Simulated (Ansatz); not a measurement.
Reactions of CH5FSSn (`F[CH2][SnH2][SH]`).

Program: Ansatz. Geometries: PBE0-D4/def2-TZVP. ΔE: electronic, gas phase. CBS: MP2 limit from def2 TZ/QZ plus the TZ coupled-cluster correction, frozen cores. This one scheme is used for every species. Functionals use def2-TZVPP. Triplets are unrestricted, without spin–orbit coupling. Elements past krypton have def2 core potentials. For Se, Sn outer-core shells are correlated without core-valence functions, which leaves a few kJ/mol of doubt a bond. Scalar relativity is left out up to krypton. Each species was taken in one conformer, which may not be the lowest.

```
                                                 reaction  HF/CBS(def2) (eV)  PBE-D4 (eV)  CCSD(T)/CBS(def2) (eV)
     `F[CH2][SnH2][SH]` + CH₃OH → `C[O][SnH2][SH]` + `CF`              -0.66        -0.47                   -0.55
        `F[CH2][SnH2][SH]` + H–F → `[F][SnH2][SH]` + `CF`              -1.27        -0.94                   -0.94
       `F[CH2][SnH2][SH]` + HCl → `[SH][SnH2][Cl]` + `CF`              -1.60        -1.27                   -1.33
           `F[CH2][SnH2][SH]` + H₂ → `F[CH2][SnH3]` + H₂S               0.27         0.49                    0.50
     `F[CH2][SnH2][SH]` + H₂Se → `[SH][SnH2][SeH]` + `CF`              -1.33        -1.16                   -1.22
 `F[CH2][SnH2][SH]` → `[CH2]` (triplet) + `[F][SnH2][SH]`               1.40         3.13                    2.98
            `F[CH2][SnH2][SH]` + H₂ → `[SH][SnH3]` + `CF`              -0.88        -0.48                   -0.51
     `F[CH2][SnH2][SH]` + BH₃ → `[BH2][SnH2][CH2]F` + H₂S               0.82         0.67                    0.72
`F[CH2][SnH2][SH]` + SiH₄ → `[SiH3][CH2][SnH2][SH]` + H–F              -0.96        -1.13                   -1.33
      `F[CH2][SnH2][SH]` + HCl → `F[CH2][SnH2][Cl]` + H₂S              -0.46        -0.28                   -0.30
```

Largest T1 diagnostic: 0.013, for `[F][SnH2][SH]`.
